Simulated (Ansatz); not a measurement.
Input file for Ansatz (a program for electronic structure): U-CCSD(T)/cc-pVTZ on BeH2 (SMILES [BeH2]), a point of a bond scan (R = 1.197 Å).

Ansatz 0.2 input:
```yaml
crystal:
  periodic: [false, false, false]
  atoms:
    - {symbol: Be, position_ang: [0.00000000, 0.00000000, 0.00000000]}
    - {symbol: H, position_ang: [0.00000000, 0.00000000, -1.19707825]}
    - {symbol: H, position_ang: [0.00000000, 0.00000000, 1.19707825]}
basis:
  gaussian:
    orbitals: cc-pVTZ
correlation: {method: ccsd_t, electrons: outside_noble_gas}
scf: {omitted_lower_state_checks: [cluster_reference]}
magnetization: {spin_polarized: true, initial_magnetization: 0}
```

The head of its log:

```
WARN ansatz: RAYON_NUM_THREADS=2 ignored (pool sized by the plan → 2); use --threads N
Functional definition: HF
these checks for a lower state are left out or cut short: cluster_reference
integrals: 0.03 GiB planned
317 factors; integrals over basis functions are off by at most 2.3e-3 eV
mean field: 0.07 GiB planned
mean field evaluation 1: about -428.4219 eV, gradient 5.8e0 eV
mean field evaluation 2: about -428.4210 eV, gradient 5.8e0 eV
mean field evaluation 4: about -428.8120 eV, gradient 9.2e-2 eV
mean field evaluation 8: about -428.8120 eV, gradient 1.3e-4 eV
mean field -428.81202335 eV, -15.7585511990 hartree, gradient 1.3e-6 eV, S^2 0.000000; 0 other end points of the search recorded, 0 dependent functions left out
1 core orbitals not correlated
reference -428.81202335 eV, -15.7585511990 hartree; 2, 2 occupied and 55, 55 virtual orbitals, 317 factors
```

Question: What total energy does the run end on?

Answer: -15.8355 hartree (reference determinant -15.7586, T1 diagnostic 0.005).
